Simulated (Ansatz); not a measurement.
`C[SiH](F)B[SiH3]` + CH₃SH → `CSB[SiH3]` + `C[SiH2]F` at 600 K and 1 bar (cleavage of the B–Si bond).

Program: Ansatz. Geometries: PBE0-D4/def2-TZVP. ΔE: electronic, gas phase. CBS: MP2 limit from def2 TZ/QZ plus the TZ coupled-cluster correction, frozen cores. This one scheme is used for every species. One conformer a species, not always the lowest.

```json
{"species": "`C[SiH](F)B[SiH3]`", "CCSD(T)/CBS energy (Eh)": "-745.64129", "H − E (kJ/mol)": "301.7", "S (J/(mol·K))": "516.8"}
{"species": "CH₃SH", "CCSD(T)/CBS energy (Eh)": "-438.22835", "H − E (kJ/mol)": "152.3", "S (J/(mol·K))": "296.8"}
{"species": "`CSB[SiH3]`", "CCSD(T)/CBS energy (Eh)": "-753.91766", "H − E (kJ/mol)": "263.0", "S (J/(mol·K))": "445.0"}
{"species": "`C[SiH2]F`", "CCSD(T)/CBS energy (Eh)": "-430.00374", "H − E (kJ/mol)": "191.4", "S (J/(mol·K))": "351.0"}
```

H − E and S are ideal-gas, rigid-rotor, harmonic terms from PBE0-D4/def2-TZVP, for one conformer and one mirror image of each species. 1 Eh = 2625.50 kJ/mol, R = 8.31446 J/(mol·K).

By hand: ΔE, ΔH, ΔS and ΔG.

ΔE = (-753.91766) + (-430.00374) − (-745.64129) − (-438.22835) = -0.05176 Eh = -135.9 kJ/mol. Δ(H − E) = 263.0 + 191.4 − 301.7 − 152.3 = 0.4, so ΔH = -135.5 kJ/mol. ΔS = 445.0 + 351.0 − 516.8 − 296.8 = -17.6 J/(mol·K). ΔG = -135.5 − 600 × (-17.6)/1000 = -124.9 kJ/mol.

By hand: the equilibrium constant, and the temperature at which ΔG would vanish if ΔH and ΔS stayed fixed.

log₁₀ K = −ΔG/(RT ln 10) = 10.9. ΔG = 0 at ΔH/ΔS = 7699 K, far beyond where these terms or the molecules hold.

ΔH outweighs TΔS. A doubt of 5 kJ/mol in ΔE shifts log₁₀ K by 0.4 here. Other conformers and mirror images would add mixing entropy, several J/(mol·K) or more a flexible species. Modes under 60 cm⁻¹, often nearly free rotors, make the harmonic entropy too high. These are equilibria of isolated gas molecules and say nothing of rates. Largest T1 diagnostic: 0.015 (customary marks: 0.02 for closed shells, 0.045 for open ones).
